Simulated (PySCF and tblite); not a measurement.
Values are calculated unless marked as measured or tabulated.
C₇H₁₂O₂, numbered as in [CH3:1][C@@H:2]1[CH2:3][O:4][C:5](=[O:6])[C@H:7]([CH3:8])[CH2:9]1.

Level: PBE0-D3(BJ)/pcSseg-1//GFN2-xTB, thermal terms from GFN2-xTB, symmetry numbers and mirror pairs counted. Conformers within 2.5 kcal/mol (GFN2-xTB free energy) were kept, 2 at most. Programs: PySCF with density fitting and tblite.

Rotational constants are equilibrium values for the commonest isotopes; dipoles come from the energy level named.

The 6-ring runs over atoms 2–3–4–5–7–9.

| conformer | shape | symmetry | weight % |
| --- | --- | --- | --- |
| 1 | 6-ring half-chair (ring torsions 29, -10, 18, -45, 62, -54°) | C1 | 73.5 |
| 2 | 6-ring boat (ring torsions -52, -3, 52, -45, -5, 54°) | C1 | 26.5 |

Sets of constants, in random order:

| set | A (MHz) | B (MHz) | C (MHz) | abs μa (D) | abs μb (D) | abs μc (D) |
| --- | --- | --- | --- | --- | --- | --- |
| P | 2742 | 1304 | 940 | 4.19 | 2.42 | 0.03 |
| Q | 2447 | 1451 | 1134 | 2.73 | 3.13 | 2.06 |

Question: Match each set to its conformer.

Answer: P is conformer 1, Q is conformer 2.


Conformer gaps in pcSseg-1 on xTB geometries can be 2 kcal/mol off for S=O, P=O and other polar bonds.